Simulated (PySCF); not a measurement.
Structure problem from calculated spectra and properties.

Elements present: C, H and N. Monoisotopic mass: 107.0735 u.

| Item | Value |
| --- | --- |
| NMR, other nuclei | isotropic shieldings of nuclei other than C and H, by class: -87 (1 N) ppm [GIAO PBE0/pcSseg-1] |
| Rotational structure | rotational constants A, B, C: 4.684, 1.552, 1.287 GHz [GFN2-xTB] |
| Dipole | 1.85 D [PBE0/pcSseg-1] |
| 13C NMR | chemical shifts (computed TMS as zero) by class: 171.1 (1 C), 155.5 (1 C), 142.2 (1 C), 126.7 (1 C), 125.4 (1 C), 37.9 (1 C), 20.3 (1 C) ppm [GIAO PBE0/pcSseg-1] |
| 1H NMR | chemical shifts (computed TMS as zero) by class: 8.87 (1 H), 7.89 (1 H), 7.37 (1 H), 7.22 (1 H), 2.89 (2 H), 1.28 (3 H) ppm [GIAO PBE0/pcSseg-1] |

Gas-phase values; electronic properties from PySCF, density fitting. Levels stand in brackets. One conformer (not necessarily the lowest) at the GFN2-xTB geometry, without solvent, vibrations or thermal averaging. Each NMR value is the plain mean over a class of atoms that symmetry, rotation or inversion makes alike.

**Question.** Which formula fits the mass and the elements?

**Answer.** C7H9N (calculated 107.0735). No other formula that holds each of these elements comes within 0.0003 u with a fitting electron parity and a possible valence count.

**Question.** What is the compound? Reason from the data.

**Answer.** Numbering: `[CH3:1][CH2:2][c:3]1[cH:4][cH:5][cH:6][cH:7][n:8]1`. Its formula, C7H9N, gives 4 degrees of unsaturation: 1 ring and 3 π bonds in the structure found (Kekulé form). 7 carbons fall into 7 classes; from least to most shielded: substituted aromatic carbon [C3] (171.1 ppm), aromatic CH next to a ring nitrogen [C7] (155.5 ppm), aromatic CH carbon [C5] (142.2 ppm), aromatic CH carbon [C4] (126.7 ppm), aromatic CH carbon [C6] (125.4 ppm), benzylic-type carbon [C2] (37.9 ppm), methyl carbon [C1] (20.3 ppm). Hydrogen classes from least to most shielded: 1 H on an aromatic CH next to a ring nitrogen, C7 (8.87 ppm), 1 H on an aromatic CH carbon, C5 (7.89 ppm), 1 H on an aromatic CH carbon, C4 (7.37 ppm), 1 H on an aromatic CH carbon, C6 (7.22 ppm), 2 H on a benzylic-type carbon, C2 (2.89 ppm), 3 H on a methyl carbon, C1 (1.28 ppm). The other shieldings belong to: -87 ppm, pyridine-type nitrogen [N8]. The optimised geometry has point group C1 and is an asymmetric top. Structure: `c1c(CC)nccc1`. Computed isomers that give other values at the same levels: `CCc1cccnc1` (13C chemical shifts (computed TMS as zero) by class: 155.4 (1 C), 153.2 (1 C), 145.5 (1 C), 140.9 (1 C), 128.3 (1 C), 32.1 (1 C), 22.5 (1 C) ppm). The assignments are read from this structure; whether some other isomer fits the data as well wasn't checked.

Shape of the structure used: `[CH3:1][CH2:2][c:3]1[cH:4][cH:5][cH:6][cH:7][n:8]1`: C1–C2–C3–C4 -85°.
